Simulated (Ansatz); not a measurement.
# Molecular dynamics of ClF3H2SZr

input.yaml

```yaml
crystal:
  periodic: [false, false, false]
  atoms:
    - { symbol: Zr, position_ang: [-0.384853, 0.072825, -0.165153] }
    - { symbol: Cl, position_ang: [-0.20233, 0.387976, 2.557572] }
    - { symbol: F, position_ang: [1.334788, -0.70415, 0.027948] }
    - { symbol: F, position_ang: [-0.252148, 1.873587, -0.711908] }
    - { symbol: F, position_ang: [-0.926681, -0.961061, -1.656006] }
    - { symbol: S, position_ang: [-2.818365, -0.157106, 0.956159] }
    - { symbol: H, position_ang: [-2.90238, -1.492868, 0.950762] }
    - { symbol: H, position_ang: [-1.608132, 0.107998, 2.200725] }
basis:
  gaussian: { orbitals: def2-SVP }
hamiltonian:
  xc: hf
md:
  timestep: 0.5
  n_steps: 188
  ensemble: nve
  temperature: 100.0
  initial_velocities: maxwell_boltzmann
  seed: 7653
```

Run as:

```bash
$ ansatz run input.yaml --threads 2 --pin off --max-ram 3072MiB --backend cpu --events-out ev --progress --plain --runs-dir out
```

It starts at the highest image of a converged band. Of that band: Neighbouring images differ by up to 1.2 eV, so the band resolves the path poorly. A vibrational analysis at the climbing image gives one clearly imaginary mode, 1042i cm⁻¹: a first-order saddle point.

Output, in part (one step line in 2, the closing report, with atoms numbered from 0):

```
md step     0: t =     0.00 fs  T =   100.0 K  F+E_penalty+E_count = -32730.30734617 eV  E_kin = 0.077556 eV  conserved = -32730.22979017 eV  (38 SCF iters)
md step     2: t =     1.00 fs  T =    98.4 K  F+E_penalty+E_count = -32730.30606596 eV  E_kin = 0.076287 eV  conserved = -32730.22977884 eV  (39 SCF iters)
md step     4: t =     2.00 fs  T =    94.8 K  F+E_penalty+E_count = -32730.30329214 eV  E_kin = 0.073534 eV  conserved = -32730.22975765 eV  (39 SCF iters)
md step     6: t =     3.00 fs  T =    90.9 K  F+E_penalty+E_count = -32730.30026002 eV  E_kin = 0.070512 eV  conserved = -32730.22974825 eV  (38 SCF iters)
md step     8: t =     4.00 fs  T =    87.4 K  F+E_penalty+E_count = -32730.29752516 eV  E_kin = 0.067766 eV  conserved = -32730.22975869 eV  (39 SCF iters)
md step    10: t =     5.00 fs  T =    83.5 K  F+E_penalty+E_count = -32730.29451285 eV  E_kin = 0.064740 eV  conserved = -32730.22977323 eV  (38 SCF iters)
md step    12: t =     6.00 fs  T =    78.2 K  F+E_penalty+E_count = -32730.29040163 eV  E_kin = 0.060629 eV  conserved = -32730.22977233 eV  (38 SCF iters)
md step    14: t =     7.00 fs  T =    71.6 K  F+E_penalty+E_count = -32730.28525795 eV  E_kin = 0.055504 eV  conserved = -32730.22975393 eV  (38 SCF iters)
md step    16: t =     8.00 fs  T =    65.0 K  F+E_penalty+E_count = -32730.28016621 eV  E_kin = 0.050432 eV  conserved = -32730.22973386 eV  (38 SCF iters)
md step    18: t =     9.00 fs  T =    60.1 K  F+E_penalty+E_count = -32730.27632508 eV  E_kin = 0.046597 eV  conserved = -32730.22972840 eV  (38 SCF iters)
md step    20: t =    10.00 fs  T =    57.2 K  F+E_penalty+E_count = -32730.27406982 eV  E_kin = 0.044329 eV  conserved = -32730.22974033 eV  (39 SCF iters)
md step    22: t =    11.00 fs  T =    55.4 K  F+E_penalty+E_count = -32730.27270338 eV  E_kin = 0.042947 eV  conserved = -32730.22975671 eV  (38 SCF iters)
md step    24: t =    12.00 fs  T =    53.5 K  F+E_penalty+E_count = -32730.27127542 eV  E_kin = 0.041515 eV  conserved = -32730.22976005 eV  (38 SCF iters)
md step    26: t =    13.00 fs  T =    51.4 K  F+E_penalty+E_count = -32730.26961561 eV  E_kin = 0.039870 eV  conserved = -32730.22974553 eV  (39 SCF iters)
md step    28: t =    14.00 fs  T =    50.1 K  F+E_penalty+E_count = -32730.26858074 eV  E_kin = 0.038852 eV  conserved = -32730.22972890 eV  (38 SCF iters)
md step    30: t =    15.00 fs  T =    50.8 K  F+E_penalty+E_count = -32730.26912986 eV  E_kin = 0.039400 eV  conserved = -32730.22973030 eV  (39 SCF iters)
md step    32: t =    16.00 fs  T =    53.4 K  F+E_penalty+E_count = -32730.27117054 eV  E_kin = 0.041420 eV  conserved = -32730.22975027 eV  (38 SCF iters)
md step    34: t =    17.00 fs  T =    56.4 K  F+E_penalty+E_count = -32730.27353074 eV  E_kin = 0.043762 eV  conserved = -32730.22976883 eV  (39 SCF iters)
md step    36: t =    18.00 fs  T =    58.5 K  F+E_penalty+E_count = -32730.27510577 eV  E_kin = 0.045337 eV  conserved = -32730.22976886 eV  (38 SCF iters)
md step    38: t =    19.00 fs  T =    59.4 K  F+E_penalty+E_count = -32730.27585787 eV  E_kin = 0.046104 eV  conserved = -32730.22975380 eV  (38 SCF iters)
md step    40: t =    20.00 fs  T =    60.5 K  F+E_penalty+E_count = -32730.27665595 eV  E_kin = 0.046915 eV  conserved = -32730.22974068 eV  (38 SCF iters)
md step    42: t =    21.00 fs  T =    62.6 K  F+E_penalty+E_count = -32730.27826993 eV  E_kin = 0.048526 eV  conserved = -32730.22974343 eV  (38 SCF iters)
md step    44: t =    22.00 fs  T =    65.5 K  F+E_penalty+E_count = -32730.28054750 eV  E_kin = 0.050787 eV  conserved = -32730.22976008 eV  (38 SCF iters)
md step    46: t =    23.00 fs  T =    68.0 K  F+E_penalty+E_count = -32730.28250776 eV  E_kin = 0.052732 eV  conserved = -32730.22977554 eV  (39 SCF iters)
md step    48: t =    24.00 fs  T =    69.0 K  F+E_penalty+E_count = -32730.28326164 eV  E_kin = 0.053488 eV  conserved = -32730.22977399 eV  (39 SCF iters)
md step    50: t =    25.00 fs  T =    68.5 K  F+E_penalty+E_count = -32730.28291759 eV  E_kin = 0.053161 eV  conserved = -32730.22975679 eV  (38 SCF iters)
md step    52: t =    26.00 fs  T =    68.0 K  F+E_penalty+E_count = -32730.28249794 eV  E_kin = 0.052755 eV  conserved = -32730.22974317 eV  (38 SCF iters)
md step    54: t =    27.00 fs  T =    68.4 K  F+E_penalty+E_count = -32730.28282718 eV  E_kin = 0.053078 eV  conserved = -32730.22974942 eV  (38 SCF iters)
md step    56: t =    28.00 fs  T =    69.4 K  F+E_penalty+E_count = -32730.28361203 eV  E_kin = 0.053844 eV  conserved = -32730.22976802 eV  (39 SCF iters)
md step    58: t =    29.00 fs  T =    69.7 K  F+E_penalty+E_count = -32730.28386297 eV  E_kin = 0.054087 eV  conserved = -32730.22977621 eV  (39 SCF iters)
md step    60: t =    30.00 fs  T =    68.9 K  F+E_penalty+E_count = -32730.28320427 eV  E_kin = 0.053443 eV  conserved = -32730.22976158 eV  (39 SCF iters)
md step    62: t =    31.00 fs  T =    68.1 K  F+E_penalty+E_count = -32730.28257398 eV  E_kin = 0.052839 eV  conserved = -32730.22973544 eV  (39 SCF iters)
md step    64: t =    32.00 fs  T =    69.4 K  F+E_penalty+E_count = -32730.28356561 eV  E_kin = 0.053845 eV  conserved = -32730.22972058 eV  (39 SCF iters)
md step    66: t =    33.00 fs  T =    73.9 K  F+E_penalty+E_count = -32730.28707337 eV  E_kin = 0.057342 eV  conserved = -32730.22973096 eV  (39 SCF iters)
md step    68: t =    34.00 fs  T =    80.9 K  F+E_penalty+E_count = -32730.29247837 eV  E_kin = 0.062720 eV  conserved = -32730.22975861 eV  (39 SCF iters)
md step    70: t =    35.00 fs  T =    88.1 K  F+E_penalty+E_count = -32730.29813090 eV  E_kin = 0.068351 eV  conserved = -32730.22977975 eV  (40 SCF iters)
md step    72: t =    36.00 fs  T =    94.2 K  F+E_penalty+E_count = -32730.30279882 eV  E_kin = 0.073025 eV  conserved = -32730.22977417 eV  (40 SCF iters)
md step    74: t =    37.00 fs  T =    99.4 K  F+E_penalty+E_count = -32730.30682012 eV  E_kin = 0.077073 eV  conserved = -32730.22974734 eV  (40 SCF iters)
md step    76: t =    38.00 fs  T =   105.8 K  F+E_penalty+E_count = -32730.31178463 eV  E_kin = 0.082059 eV  conserved = -32730.22972563 eV  (39 SCF iters)
md step    78: t =    39.00 fs  T =   115.1 K  F+E_penalty+E_count = -32730.31898789 eV  E_kin = 0.089259 eV  conserved = -32730.22972929 eV  (40 SCF iters)
md step    80: t =    40.00 fs  T =   127.0 K  F+E_penalty+E_count = -32730.32824110 eV  E_kin = 0.098488 eV  conserved = -32730.22975319 eV  (39 SCF iters)
md step    82: t =    41.00 fs  T =   139.7 K  F+E_penalty+E_count = -32730.33819089 eV  E_kin = 0.108383 eV  conserved = -32730.22980766 eV  (40 SCF iters)
md step    84: t =    42.00 fs  T =   151.6 K  F+E_penalty+E_count = -32730.34742487 eV  E_kin = 0.117611 eV  conserved = -32730.22981389 eV  (39 SCF iters)
md step    86: t =    43.00 fs  T =   162.3 K  F+E_penalty+E_count = -32730.35564261 eV  E_kin = 0.125842 eV  conserved = -32730.22980057 eV  (40 SCF iters)
md step    88: t =    44.00 fs  T =   172.7 K  F+E_penalty+E_count = -32730.36370210 eV  E_kin = 0.133924 eV  conserved = -32730.22977843 eV  (40 SCF iters)
md step    90: t =    45.00 fs  T =   184.6 K  F+E_penalty+E_count = -32730.37293072 eV  E_kin = 0.143161 eV  conserved = -32730.22976971 eV  (39 SCF iters)
md step    92: t =    46.00 fs  T =   198.6 K  F+E_penalty+E_count = -32730.38379687 eV  E_kin = 0.154008 eV  conserved = -32730.22978924 eV  (40 SCF iters)
md step    94: t =    47.00 fs  T =   213.2 K  F+E_penalty+E_count = -32730.39514170 eV  E_kin = 0.165322 eV  conserved = -32730.22981981 eV  (40 SCF iters)
md step    96: t =    48.00 fs  T =   226.1 K  F+E_penalty+E_count = -32730.40521302 eV  E_kin = 0.175386 eV  conserved = -32730.22982684 eV  (40 SCF iters)
md step    98: t =    49.00 fs  T =   237.0 K  F+E_penalty+E_count = -32730.41363574 eV  E_kin = 0.183834 eV  conserved = -32730.22980175 eV  (40 SCF iters)
md step   100: t =    50.00 fs  T =   247.7 K  F+E_penalty+E_count = -32730.42188738 eV  E_kin = 0.192114 eV  conserved = -32730.22977336 eV  (40 SCF iters)
md step   102: t =    51.00 fs  T =   260.3 K  F+E_penalty+E_count = -32730.43165879 eV  E_kin = 0.201887 eV  conserved = -32730.22977157 eV  (39 SCF iters)
md step   104: t =    52.00 fs  T =   275.0 K  F+E_penalty+E_count = -32730.44310762 eV  E_kin = 0.213311 eV  conserved = -32730.22979659 eV  (39 SCF iters)
md step   106: t =    53.00 fs  T =   290.1 K  F+E_penalty+E_count = -32730.45480893 eV  E_kin = 0.224985 eV  conserved = -32730.22982383 eV  (40 SCF iters)
md step   108: t =    54.00 fs  T =   303.5 K  F+E_penalty+E_count = -32730.46522252 eV  E_kin = 0.235397 eV  conserved = -32730.22982548 eV  (40 SCF iters)
md step   110: t =    55.00 fs  T =   315.3 K  F+E_penalty+E_count = -32730.47435242 eV  E_kin = 0.244558 eV  conserved = -32730.22979423 eV  (40 SCF iters)
md step   112: t =    56.00 fs  T =   327.9 K  F+E_penalty+E_count = -32730.48409948 eV  E_kin = 0.254340 eV  conserved = -32730.22975929 eV  (39 SCF iters)
md step   114: t =    57.00 fs  T =   343.9 K  F+E_penalty+E_count = -32730.49646961 eV  E_kin = 0.266706 eV  conserved = -32730.22976409 eV  (39 SCF iters)
md step   116: t =    58.00 fs  T =   362.7 K  F+E_penalty+E_count = -32730.51111670 eV  E_kin = 0.281308 eV  conserved = -32730.22980873 eV  (64 SCF iters)
md step   118: t =    59.00 fs  T =   381.1 K  F+E_penalty+E_count = -32730.52541414 eV  E_kin = 0.295574 eV  conserved = -32730.22984016 eV  (40 SCF iters)
md step   120: t =    60.00 fs  T =   396.7 K  F+E_penalty+E_count = -32730.53746327 eV  E_kin = 0.307642 eV  conserved = -32730.22982108 eV  (39 SCF iters)
md step   122: t =    61.00 fs  T =   410.6 K  F+E_penalty+E_count = -32730.54824951 eV  E_kin = 0.318472 eV  conserved = -32730.22977779 eV  (40 SCF iters)
md step   124: t =    62.00 fs  T =   426.1 K  F+E_penalty+E_count = -32730.56021125 eV  E_kin = 0.330447 eV  conserved = -32730.22976409 eV  (39 SCF iters)
md step   126: t =    63.00 fs  T =   444.0 K  F+E_penalty+E_count = -32730.57415901 eV  E_kin = 0.344361 eV  conserved = -32730.22979844 eV  (40 SCF iters)
md step   128: t =    64.00 fs  T =   462.0 K  F+E_penalty+E_count = -32730.58816236 eV  E_kin = 0.358315 eV  conserved = -32730.22984772 eV  (40 SCF iters)
md step   130: t =    65.00 fs  T =   476.6 K  F+E_penalty+E_count = -32730.59946787 eV  E_kin = 0.369606 eV  conserved = -32730.22986186 eV  (40 SCF iters)
md step   132: t =    66.00 fs  T =   486.9 K  F+E_penalty+E_count = -32730.60741338 eV  E_kin = 0.377589 eV  conserved = -32730.22982468 eV  (39 SCF iters)
md step   134: t =    67.00 fs  T =   495.8 K  F+E_penalty+E_count = -32730.61428501 eV  E_kin = 0.384507 eV  conserved = -32730.22977816 eV  (39 SCF iters)
md step   136: t =    68.00 fs  T =   506.7 K  F+E_penalty+E_count = -32730.62278127 eV  E_kin = 0.392999 eV  conserved = -32730.22978227 eV  (40 SCF iters)
md step   138: t =    69.00 fs  T =   519.3 K  F+E_penalty+E_count = -32730.63261546 eV  E_kin = 0.402779 eV  conserved = -32730.22983646 eV  (39 SCF iters)
md step   140: t =    70.00 fs  T =   529.6 K  F+E_penalty+E_count = -32730.64057445 eV  E_kin = 0.410698 eV  conserved = -32730.22987641 eV  (39 SCF iters)
md step   142: t =    71.00 fs  T =   534.3 K  F+E_penalty+E_count = -32730.64421837 eV  E_kin = 0.414363 eV  conserved = -32730.22985489 eV  (39 SCF iters)
md step   144: t =    72.00 fs  T =   534.9 K  F+E_penalty+E_count = -32730.64461292 eV  E_kin = 0.414814 eV  conserved = -32730.22979851 eV  (40 SCF iters)
md step   146: t =    73.00 fs  T =   535.3 K  F+E_penalty+E_count = -32730.64492456 eV  E_kin = 0.415155 eV  conserved = -32730.22977003 eV  (40 SCF iters)
md step   148: t =    74.00 fs  T =   537.7 K  F+E_penalty+E_count = -32730.64678417 eV  E_kin = 0.416985 eV  conserved = -32730.22979964 eV  (40 SCF iters)
md step   150: t =    75.00 fs  T =   539.9 K  F+E_penalty+E_count = -32730.64854652 eV  E_kin = 0.418694 eV  conserved = -32730.22985232 eV  (40 SCF iters)
md step   152: t =    76.00 fs  T =   538.3 K  F+E_penalty+E_count = -32730.64732733 eV  E_kin = 0.417463 eV  conserved = -32730.22986476 eV  (40 SCF iters)
md step   154: t =    77.00 fs  T =   532.3 K  F+E_penalty+E_count = -32730.64262471 eV  E_kin = 0.412808 eV  conserved = -32730.22981721 eV  (40 SCF iters)
md step   156: t =    78.00 fs  T =   525.6 K  F+E_penalty+E_count = -32730.63737227 eV  E_kin = 0.407610 eV  conserved = -32730.22976194 eV  (40 SCF iters)
md step   158: t =    79.00 fs  T =   522.3 K  F+E_penalty+E_count = -32730.63487390 eV  E_kin = 0.405108 eV  conserved = -32730.22976566 eV  (40 SCF iters)
md step   160: t =    80.00 fs  T =   522.7 K  F+E_penalty+E_count = -32730.63516134 eV  E_kin = 0.405346 eV  conserved = -32730.22981487 eV  (40 SCF iters)
md step   162: t =    81.00 fs  T =   522.9 K  F+E_penalty+E_count = -32730.63537902 eV  E_kin = 0.405530 eV  conserved = -32730.22984885 eV  (40 SCF iters)
md step   164: t =    82.00 fs  T =   520.4 K  F+E_penalty+E_count = -32730.63341584 eV  E_kin = 0.403586 eV  conserved = -32730.22982934 eV  (40 SCF iters)
md step   166: t =    83.00 fs  T =   516.3 K  F+E_penalty+E_count = -32730.63022197 eV  E_kin = 0.400442 eV  conserved = -32730.22977976 eV  (40 SCF iters)
md step   168: t =    84.00 fs  T =   514.2 K  F+E_penalty+E_count = -32730.62852217 eV  E_kin = 0.398769 eV  conserved = -32730.22975354 eV  (39 SCF iters)
md step   170: t =    85.00 fs  T =   515.7 K  F+E_penalty+E_count = -32730.62972886 eV  E_kin = 0.399950 eV  conserved = -32730.22977874 eV  (39 SCF iters)
md step   172: t =    86.00 fs  T =   519.0 K  F+E_penalty+E_count = -32730.63235449 eV  E_kin = 0.402528 eV  conserved = -32730.22982683 eV  (39 SCF iters)
md step   174: t =    87.00 fs  T =   520.7 K  F+E_penalty+E_count = -32730.63371252 eV  E_kin = 0.403872 eV  conserved = -32730.22984033 eV  (39 SCF iters)
md step   176: t =    88.00 fs  T =   520.1 K  F+E_penalty+E_count = -32730.63317656 eV  E_kin = 0.403373 eV  conserved = -32730.22980330 eV  (38 SCF iters)
md step   178: t =    89.00 fs  T =   519.9 K  F+E_penalty+E_count = -32730.63299570 eV  E_kin = 0.403230 eV  conserved = -32730.22976592 eV  (38 SCF iters)
md step   180: t =    90.00 fs  T =   523.0 K  F+E_penalty+E_count = -32730.63541341 eV  E_kin = 0.405637 eV  conserved = -32730.22977666 eV  (39 SCF iters)
md step   182: t =    91.00 fs  T =   528.8 K  F+E_penalty+E_count = -32730.63992955 eV  E_kin = 0.410113 eV  conserved = -32730.22981705 eV  (63 SCF iters)
md step   184: t =    92.00 fs  T =   534.3 K  F+E_penalty+E_count = -32730.64424314 eV  E_kin = 0.414406 eV  conserved = -32730.22983754 eV  (38 SCF iters)
md step   186: t =    93.00 fs  T =   538.0 K  F+E_penalty+E_count = -32730.64705598 eV  E_kin = 0.417234 eV  conserved = -32730.22982239 eV  (38 SCF iters)
md step   188: t =    94.00 fs  T =   540.6 K  F+E_penalty+E_count = -32730.64909300 eV  E_kin = 0.419298 eV  conserved = -32730.22979528 eV  (63 SCF iters)
Total energy: -32730.64909300 eV, -1202.8291685370 hartree
Atom 0 at    -0.524890     0.022643    -0.220298 Å, force     1.250863     0.174227    -0.673927 eV/Å
Atom 1 at     0.114453     0.463585     2.842429 Å, force    -0.599119    -0.033966     0.088796 eV/Å
Atom 2 at     1.240139    -0.593510     0.193446 Å, force    -0.114587    -0.172196     0.300296 eV/Å
Atom 3 at    -0.276217     1.864874    -0.596222 Å, force    -0.024306     0.039396    -0.129205 eV/Å
Atom 4 at    -0.817452    -1.028049    -1.770612 Å, force    -0.083087     0.181446    -0.149009 eV/Å
Atom 5 at    -2.769669    -0.156696     0.705982 Å, force    -0.887927    -0.211129     0.709740 eV/Å
Atom 6 at    -3.291440    -0.603173    -0.443189 Å, force     0.014750    -0.038480     0.024507 eV/Å
Atom 7 at    -1.056780     0.429087     3.384617 Å, force     0.443413     0.060702    -0.171199 eV/Å
Dipole moment:    -0.304733    -0.053323     0.585621 e Å
```

All steps were run. The conserved energy stayed within 0.011 meV per atom of its start (net change -0.00062 meV per atom), so the integration is sound. The kinetic energy rose, since the run started high on the potential surface and went downhill. A run of 0.094 ps of so small a system gives no equilibrium averages. The orbitals stay closed-shell, which can raise the energy where a bond breaks towards radicals; this wasn't checked here.

Between its relaxed ends the band would form Cl2–H8 and break S6–H8. These pairs go: Cl2–H8 1.48 → 1.29 Å, S6–H8 1.76 → 3.23 Å. In the last frame they stand as after the step (other bonds may differ from the relaxed reactants and products). It ends as one piece, ClF3H2SZr. Pairs count as bonded within 1.25 times the sum of covalent radii (0.12 Å more for H–H).

Last frame:

```xyz
8
Properties=species:S:1:pos:R:3
Zr -0.525 0.023 -0.220
Cl 0.115 0.464 2.842
F 1.240 -0.594 0.193
F -0.276 1.865 -0.596
F -0.818 -1.028 -1.771
S -2.770 -0.157 0.706
H -3.291 -0.603 -0.443
H -1.057 0.429 3.385
```

Time of the run: 13 min on 2 threads of Intel(R) Xeon(R) Platinum 8259CL CPU @ 2.50GHz (Skylake/Cascade Lake) (shared host), peak memory 0.29 GiB.
